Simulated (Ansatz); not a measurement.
Cost and result up the ladder for Sn₂₁SbH₃₀, a doped nanocrystal cut from the lattice of tin (Sb on a surface site) (52 atoms). Charge 0, multiplicity 2. Geometry: PBE-D4/def2-SVP.

Cartesian coordinates in Å:
```
Sn -3.564 1.548 -2.490
Sn -0.919 4.213 2.013
Sn -3.415 -2.526 -4.616
Sn -3.998 -2.373 -0.068
Sn -0.171 0.081 0.176
Sn 0.039 -3.954 -1.918
Sn -1.493 0.533 4.692
Sn 2.010 3.086 5.321
Sn 2.685 -1.021 3.344
Sn 0.461 -0.027 -4.350
Sn 3.810 -1.326 -1.460
Sn 3.319 2.797 0.782
Sn -4.587 -1.077 -2.499
Sn -1.708 1.515 2.059
Sn -0.758 1.401 -2.248
Sn 1.804 4.178 2.724
Sn -0.608 -2.638 -4.330
Sn -1.197 -2.546 0.189
Sn 2.606 0.066 0.717
Sn 2.824 -3.972 -1.472
Sb 1.149 0.410 5.724
Sn 3.248 -0.027 -3.908
H -4.031 2.376 -3.943
H -4.216 2.444 -1.152
H -1.123 4.876 0.420
H -1.834 5.195 3.116
H -3.824 -1.788 -6.136
H -4.058 -4.141 -4.647
H -4.646 -1.473 1.271
H -4.732 -3.948 -0.034
H -0.565 -5.589 -1.996
H -2.435 1.476 5.807
H -2.074 -1.103 4.783
H 1.126 4.076 6.444
H 3.667 3.079 5.847
H 1.989 -2.631 3.285
H 4.324 -1.283 3.911
H 0.098 0.717 -5.886
H 5.539 -1.371 -1.216
H 2.988 3.535 -0.758
H 5.012 3.025 1.101
H -6.314 -1.033 -2.735
H -3.392 1.355 1.621
H -0.079 3.005 -2.145
H 2.410 5.808 2.890
H 0.068 -3.538 -5.663
H -0.771 -3.270 1.717
H 3.163 -4.723 0.058
H 3.625 -4.914 -2.695
H 0.646 0.683 7.405
H 3.818 1.614 -3.827
H 4.084 -0.795 -5.227
```

Ansatz on 11 threads of AMD EPYC 7R13 on a shared host and a whole NVIDIA H100 80GB HBM3. Times are rough, and most runs start from the orbitals of an earlier one. PBE0-D4/def2-TZVP serves as the yardstick here, not as an exact answer. Differences are given only for rows in sets of like size (and for xTB, whose basis is part of the method), since another set adds its own error. Binding counts from free atoms at the same level (Sn triplet, Sb quartet, H doublet; other spins of the atoms weren't run), without zero-point energy or a counterpoise term.

In the def2 sets Sb, Sn take a core potential; there is no spin–orbit coupling. Correlated methods freeze 88 core orbitals; core or outer-core shells of Sn, Sb are correlated, in sets that lack core-valence functions. The rows differ in basis, and correlated rows in double-zeta sets carry the largest basis error. Single mean-field runs in def2-SVP, def2-TZVP are fitted with def2-universal-jkfit.

Correlated methods converge slowly with the basis, most of all in double-zeta sets.

```tsv
level	functions	wall time	binding energy per atom (eV)	difference from PBE0-D4/def2-TZVP (eV)
PBE-D4/def2-SVP	722	6 s	2.43	–
PBE0-D4/def2-SVP	722	10 s	2.42	–
PBE-D4/def2-TZVP (with forces)	1280	12 s	2.44	0.01
r2SCAN-D4/def2-TZVP	1280	12 s	2.45	0.01
BHLYP-D4/def2-TZVP	1280	20 s	2.43	-0.01
MP2/def2-SVP	722	21 s	2.23	–
PBE0-D4/def2-TZVP (with forces)	1280	25 s	2.44	0.00
```
